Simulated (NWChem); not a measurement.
CCl2, singlet; SMILES Cl[C]Cl

Results from NWChem. Low-valent species are run as closed-shell singlets; no triplet was tried in these runs. The geometry was optimised at PBE-D3(BJ)/def2-SVP. Solvent water, SMD (1 M gas to 1 M solution), gas-phase geometry.

For level PBE0/def2-TZVPD:

```
Item                    Result
----------------------  ------
dipole in solution (D)    1.29
```

**Question.** What are these values for level PBE0/def2-SVP?

**Answer.** The dipole in solution (D) comes out as 1.56.
